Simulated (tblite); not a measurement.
Species: C5H13BF3P.
Numbering: `[BH3-:1][P@@+:2]([CH3:3])([CH2:4][CH2:5][CH3:6])[C:7]([F:8])([F:9])[F:10]` (hydrogens: H11, H12, H13 on B1; H14, H15, H16 on C3; H17, H18 on C4; H19, H20 on C5; H21, H22, H23 on C6)

Computed with GFN2-xTB (tblite), gas phase: L-BFGS steps from a force-field or distance-geometry start until the largest atomic force falls under 0.01 eV/Å.

Step 14: E = -960.6024 eV
```
atom  x, y, z in Å  |  force x, y, z in eV/Å
B1     -0.9501    1.7015   -1.6231   -0.041   0.050  -0.038
P2     -0.8972    0.1338   -0.5223   -0.058   0.116  -0.051
C3     -1.0618   -1.4898   -1.3417   -0.041  -0.049  -0.030
C4      0.4794   -0.0608    0.6755    0.001   0.002   0.060
C5      1.7831   -0.1129   -0.1186    0.059   0.022  -0.025
C6      3.0184   -0.0882    0.7702    0.069   0.014   0.086
C7     -2.3582    0.0279    0.6609   -0.169   0.040   0.088
F8     -2.4065   -1.0427    1.4771    0.179  -0.033  -0.122
F9     -2.3913    1.1003    1.4600    0.007   0.023  -0.017
F10    -3.4973    0.0069   -0.0431   -0.019   0.005   0.017
H11    -0.1503    1.4792   -2.4713    0.111  -0.076  -0.053
H12    -0.6477    2.6105   -0.9254   -0.004   0.014   0.103
H13    -2.0554    1.7655   -2.0481   -0.068  -0.052   0.011
H14    -2.0030   -1.4904   -1.8927    0.026  -0.043  -0.016
H15    -1.0314   -2.3329   -0.6516   -0.015   0.055   0.042
H16    -0.2414   -1.5669   -2.0542   -0.050  -0.044  -0.036
H17     0.4609    0.8381    1.3010    0.058  -0.033   0.059
H18     0.3439   -0.9388    1.3150    0.028  -0.001  -0.045
H19     1.7900    0.7474   -0.7910    0.090   0.029  -0.032
H20     1.8088   -1.0135   -0.7357   -0.032  -0.042   0.013
H21     3.0581    0.8268    1.3560   -0.042   0.014   0.008
H22     3.9254   -0.1415    0.1713   -0.057   0.000  -0.025
H23     3.0189   -0.9325    1.4565   -0.032  -0.010   0.002
```

Step 15: E = -960.6087 eV
```
atom  x, y, z in Å  |  force x, y, z in eV/Å
B1     -0.9491    1.7061   -1.6284   -0.065   0.069  -0.034
P2     -0.8940    0.1366   -0.5262   -0.087   0.199  -0.104
C3     -1.0651   -1.4888   -1.3401   -0.037  -0.064  -0.033
C4      0.4782   -0.0606    0.6755    0.014  -0.008   0.059
C5      1.7825   -0.1124   -0.1168    0.095   0.012  -0.027
C6      3.0177   -0.0882    0.7733    0.069   0.015   0.078
C7     -2.3516    0.0285    0.6561   -0.253   0.033   0.153
F8     -2.3870   -1.0471    1.4673    0.181  -0.047  -0.110
F9     -2.3945    1.0948    1.4616    0.062   0.054   0.001
F10    -3.4980    0.0041   -0.0347   -0.015  -0.018  -0.046
H11    -0.1455    1.4850   -2.4756    0.079  -0.060  -0.028
H12    -0.6522    2.6177   -0.9276   -0.005  -0.030   0.071
H13    -2.0578    1.7692   -2.0540    0.001  -0.070   0.030
H14    -2.0072   -1.4951   -1.8914    0.039  -0.029   0.019
H15    -1.0338   -2.3224   -0.6381   -0.020   0.035   0.012
H16    -0.2477   -1.5754   -2.0550   -0.040  -0.040  -0.020
H17     0.4645    0.8332    1.3089    0.031  -0.042   0.037
H18     0.3373   -0.9442    1.3066    0.045   0.012  -0.036
H19     1.7956    0.7471   -0.7915    0.064   0.012  -0.011
H20     1.8087   -1.0143   -0.7318   -0.032  -0.042   0.000
H21     3.0535    0.8297    1.3583   -0.016  -0.051  -0.017
H22     3.9231   -0.1417    0.1688   -0.087   0.011   0.037
H23     3.0176   -0.9350    1.4594   -0.021   0.050  -0.031
```

Step 16: E = -960.6157 eV
```
atom  x, y, z in Å  |  force x, y, z in eV/Å
B1     -0.9486    1.7145   -1.6367   -0.058   0.076  -0.033
P2     -0.8918    0.1435   -0.5327   -0.091   0.211  -0.117
C3     -1.0697   -1.4881   -1.3378   -0.019  -0.040  -0.016
C4      0.4767   -0.0607    0.6754    0.022  -0.005   0.016
C5      1.7833   -0.1120   -0.1148    0.088  -0.004  -0.021
C6      3.0175   -0.0880    0.7781    0.029   0.010   0.036
C7     -2.3463    0.0293    0.6522   -0.238   0.026   0.146
F8     -2.3584   -1.0546    1.4534    0.145  -0.037  -0.084
F9     -2.3965    1.0888    1.4646    0.089   0.067   0.034
F10    -3.4991   -0.0008   -0.0255   -0.030  -0.043  -0.081
H11    -0.1382    1.4930   -2.4821    0.017  -0.030   0.021
H12    -0.6581    2.6274   -0.9301   -0.010  -0.077   0.023
H13    -2.0607    1.7732   -2.0620    0.069  -0.076   0.039
H14    -2.0123   -1.5015   -1.8883    0.034  -0.015   0.048
H15    -1.0373   -2.3082   -0.6198   -0.024   0.015  -0.025
H16    -0.2565   -1.5877   -2.0559   -0.026  -0.033   0.005
H17     0.4689    0.8259    1.3196    0.002  -0.049   0.011
H18     0.3288   -0.9515    1.2953    0.061   0.029  -0.032
H19     1.8029    0.7468   -0.7918    0.037  -0.015   0.017
H20     1.8081   -1.0161   -0.7271   -0.023  -0.026  -0.006
H21     3.0477    0.8327    1.3612    0.017  -0.102  -0.028
H22     3.9191   -0.1417    0.1667   -0.084   0.022   0.097
H23     3.0158   -0.9374    1.4628   -0.006   0.096  -0.047
```

Step 17: E = -960.6213 eV
```
atom  x, y, z in Å  |  force x, y, z in eV/Å
B1     -0.9487    1.7238   -1.6451   -0.025   0.057  -0.028
P2     -0.8917    0.1526   -0.5396   -0.067   0.133  -0.070
C3     -1.0736   -1.4875   -1.3357    0.001   0.015   0.009
C4      0.4757   -0.0608    0.6748    0.014   0.008  -0.046
C5      1.7850   -0.1121   -0.1132    0.036  -0.018  -0.012
C6      3.0174   -0.0877    0.7826   -0.026   0.000  -0.014
C7     -2.3448    0.0303    0.6508   -0.122   0.023   0.066
F8     -2.3312   -1.0621    1.4403    0.080  -0.005  -0.053
F9     -2.3963    1.0849    1.4683    0.071   0.048   0.059
F10    -3.5005   -0.0064   -0.0195   -0.049  -0.054  -0.063
H11    -0.1318    1.5001   -2.4876   -0.036   0.000   0.059
H12    -0.6633    2.6351   -0.9321   -0.013  -0.092  -0.012
H13    -2.0622    1.7756   -2.0688    0.090  -0.067   0.027
H14    -2.0166   -1.5072   -1.8843    0.012  -0.004   0.057
H15    -1.0409   -2.2958   -0.6041   -0.023   0.002  -0.049
H16    -0.2644   -1.5992   -2.0565   -0.012  -0.021   0.026
H17     0.4722    0.8185    1.3290   -0.018  -0.046  -0.011
H18     0.3220   -0.9576    1.2849    0.067   0.039  -0.035
H19     1.8093    0.7463   -0.7916    0.020  -0.032   0.029
H20     1.8073   -1.0183   -0.7233   -0.008  -0.007  -0.009
H21     3.0432    0.8337    1.3635    0.040  -0.100  -0.015
H22     3.9148   -0.1413    0.1666   -0.038   0.027   0.116
H23     3.0143   -0.9380    1.4653    0.006   0.095  -0.032
```

**Question.** Estimate the geometry and energy of step 18. (The exact step hangs on the optimiser's Hessian estimate; all steps are aligned on step 17, rigid shifts and turns removed.)

**Answer.** E = -960.6245 eV, largest force 0.095 eV/Å
```
atom  x, y, z in Å  |  force x, y, z in eV/Å
B1     -0.9491    1.7294   -1.6498    0.008   0.021  -0.015
P2     -0.8933    0.1593   -0.5439   -0.034   0.036  -0.009
C3     -1.0755   -1.4867   -1.3344    0.008   0.059   0.023
C4      0.4754   -0.0607    0.6734   -0.005   0.020  -0.082
C5      1.7865   -0.1124   -0.1127   -0.017  -0.020  -0.011
C6      3.0169   -0.0876    0.7845   -0.055  -0.007  -0.037
C7     -2.3464    0.0313    0.6514   -0.002   0.027  -0.022
F8     -2.3161   -1.0660    1.4328    0.028   0.019  -0.027
F9     -2.3948    1.0841    1.4714    0.030   0.014   0.060
F10    -3.5024   -0.0101   -0.0179   -0.053  -0.046  -0.015
H11    -0.1292    1.5033   -2.4893   -0.048   0.014   0.060
H12    -0.6660    2.6372   -0.9331   -0.009  -0.066  -0.014
H13    -2.0615    1.7754   -2.0717    0.059  -0.049   0.002
H14    -2.0185   -1.5100   -1.8813   -0.011   0.002   0.048
H15    -1.0431   -2.2896   -0.5975   -0.018  -0.005  -0.044
H16    -0.2686   -1.6053   -2.0563   -0.001  -0.010   0.032
H17     0.4735    0.8140    1.3334   -0.023  -0.032  -0.021
H18     0.3200   -0.9598    1.2791    0.059   0.033  -0.037
H19     1.8130    0.7456   -0.7910    0.014  -0.028   0.020
H20     1.8067   -1.0196   -0.7216    0.004   0.000  -0.012
H21     3.0418    0.8326    1.3646    0.040  -0.056   0.010
H22     3.9121   -0.1406    0.1686    0.019   0.023   0.090
H23     3.0136   -0.9367    1.4660    0.007   0.053   0.001
```

The energy changes by -0.0032 eV. The first-order estimate −F·Δx gives -0.0047 eV and the mean of the old and new forces, exact on a quadratic surface, -0.0032 eV. The step makes an angle of 66° with the force vector and moves no atom by more than 0.017 Å.

The cost below is that of the whole relaxation. Time: 0.54 s wall. Hardware: one thread of an Arm Neoverse V2, shared host with 32 logical CPUs at a one-minute load of 17.
